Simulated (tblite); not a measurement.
Parent: `[CH3:1][O:2][CH2:3][Si@H:4]([NH2:5])[O:6][SiH3:7]` with C1–O2–C3–Si4 178°, O2–C3–Si4–N5 48°, C3–Si4–N5–H -26° and -168°, C3–Si4–O6–Si7 44°, C2H11NO2Si2.

The geometries are computed with GFN2-xTB (gas phase). One conformer each, not checked by frequencies here.

```csv
coordinate of the parent,value
C1–O2,1.401 Å
O2–C3,1.416 Å
C3–Si4,1.904 Å
Si4–N5,1.714 Å
Si4–O6,1.628 Å
O6–Si7,1.620 Å
C1–O2–C3,113.2°
O2–C3–Si4,107.2°
C3–Si4–N5,105.7°
C3–Si4–O6,109.4°
N5–Si4–O6,115.5°
Si4–O6–Si7,154.1°
```

Task: How does the shared frame change in `[H]/[N:5]=[CH:4]/[C@H:3]([O:2][CH3:1])[Si@H:6]([NH2:7])[O:8][SiH3:9]` with C1–O2–C3–C4 72°, O2–C3–C4–N5 -155°, O2–C3–Si6–N7 50°, C3–Si6–N7–H -26° and -167°, C3–Si6–O8–Si9 12°, C3H12N2O2Si2? Atoms pair as C1 = C1, O2 = O2, C3 = C3, Si4 = Si6, N5 = N7, O6 = O8, Si7 = Si9 (parent first).

Result: 
```tsv
parent	relative	value in the relative	change
C1–O2	C1–O2	1.405 Å	+0.004
O2–C3	O2–C3	1.418 Å	+0.002
C3–Si4	C3–Si6	1.924 Å	+0.020
Si4–N5	Si6–N7	1.713 Å	-0.001
Si4–O6	Si6–O8	1.623 Å	-0.005
O6–Si7	O8–Si9	1.625 Å	+0.005
C1–O2–C3	C1–O2–C3	113.5°	+0.3
O2–C3–Si4	O2–C3–Si6	105.1°	-2.1
C3–Si4–N5	C3–Si6–N7	105.0°	-0.7
C3–Si4–O6	C3–Si6–O8	108.6°	-0.8
N5–Si4–O6	N7–Si6–O8	114.7°	-0.8
Si4–O6–Si7	Si6–O8–Si9	153.8°	-0.3
```

Of the parent's bonds, C3–Si4 changes most (+0.020 Å). Bonds of the relative outside the shared frame: C3–C4 1.475, C4=N5 1.258 Å. Point group C1 → C1.
